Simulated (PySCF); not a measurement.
B3LYP has the VWN-RPA correlation part, as in Gaussian. Delta-SCF ions had no search for a lower state. Excitations are Tamm–Dancoff values on a coarser integration grid. The basis has no diffuse functions, so Rydberg states are missing or too high.

Cartesian coordinates (Å):
```xyz
17

Ga    -0.2533     0.0408     0.1717
C     -1.3951    -1.3783    -0.6402
H     -1.5821    -1.2061    -1.7135
H     -2.3814    -1.4037    -0.1476
H     -0.9596    -2.3854    -0.5276
C     -0.6335     1.9364    -0.3178
H     -1.5398     2.2906     0.2011
H     -0.8175     2.0638    -1.3978
H      0.1835     2.6185    -0.0285
C      0.5458    -0.3169     1.9636
H      0.9459    -1.3411     2.0499
H     -0.2182    -0.2085     2.7514
H      1.3572     0.3879     2.2113
N      1.5337    -0.2520    -1.0406
H      2.2632     0.4141    -0.7886
H      1.3308    -0.1289    -2.0321
H      1.9139    -1.1897    -0.9162
```
Charge 0, multiplicity 1.

**Question.** Predict the vertical ionisation energy (Delta-SCF), brightest of the four lowest singlets (TDA), dipole moment, charge on the central atom (Mulliken), S1 oscillator strength, HOMO, HOMO–LUMO gap and LUMO from B3LYP-D3(BJ)/def2-TZVP // PBE0-D3(BJ)/def2-SVP (PySCF 2.14.0).

**Answer.** 
The vertical ionisation energy (Delta-SCF) is 8.59 eV. The brightest of the four lowest singlets (TDA) is 6.66 eV, the dipole moment is 4.50 D and the charge on the central atom (Mulliken) is 0.37 e. The S1 oscillator strength is 0.012, the HOMO is -6.51 eV and the HOMO–LUMO gap comes out as 6.12 eV. The LUMO is -0.39 eV.
